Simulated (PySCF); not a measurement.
**BeCl2: one-bond stretch**

Level of theory: PBE in PySCF with Be def2-TZVP, Cl def2-TZVP; no relativity; density-fitted integrals.

Rigid scan from the singlet minimum (Be–Cl 1.809 Å (×2); Cl–Be–Cl 180.0°). Coordinate: the bond from Be to the last atom (Cl) scaled, the rest fixed. Energies in kJ/mol from the minimum.

| scale of one bond | E (kJ/mol) | dipole size (D) |
| --- | --- | --- |
| 0.92 | 23.9 | 0.64 |
| 0.96 | 5.3 | 0.32 |
| 1.00 | 0.0 | 0.00 |
| 1.05 | 6.5 | 0.40 |
| 1.12 | 31.4 | 0.96 |
| 1.20 | 72.2 | 1.58 |
| 1.35 | 160.1 | 2.69 |
| 1.55 | 270.1 | – |
| 1.80 | 377.1 | – |
| 2.20 | 481.9 | – |

Other isomers or separated fragments may lie lower.
